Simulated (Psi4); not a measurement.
Sb₂, charge +1, doublet, geometry from GFN2-xTB (a state made from the parent by changing its charge; the spin is typed, not shown lowest) (core potentials on Sb). Base run: Psi4 with B3LYP/def2-SV(P).

Psi4 was given this input:
```
memory 2 GB

molecule {
1 2
  Sb   -0.00000000   -0.00000000   -1.34486088
  Sb    0.00000000    0.00000000    1.34486088
}

set basis def2-sv(p)
set reference uks

energy('b3lyp')
print_variables()
```

Variants of this job, named by their change:

```csv
change,basis functions,E (Eh)
base,52,-480.37142
basis = def2-SVP,52,-480.37142
basis = def2-SVPD,64,-480.37306
basis = def2-TZVPP,100,-480.38515
basis = def2-TZVP,100,-480.38515
basis = def2-TZVPD,112,-480.38538
basis = def2-QZVP,164,-480.38765
basis = def2-QZVPP,164,-480.38765
```

Totals compare only among sets that treat the same electrons; sets with core potentials leave the core out.

Open shells are given as the SCF converged; they aren't shown to be the lowest states, and a large step between rows can be another state.
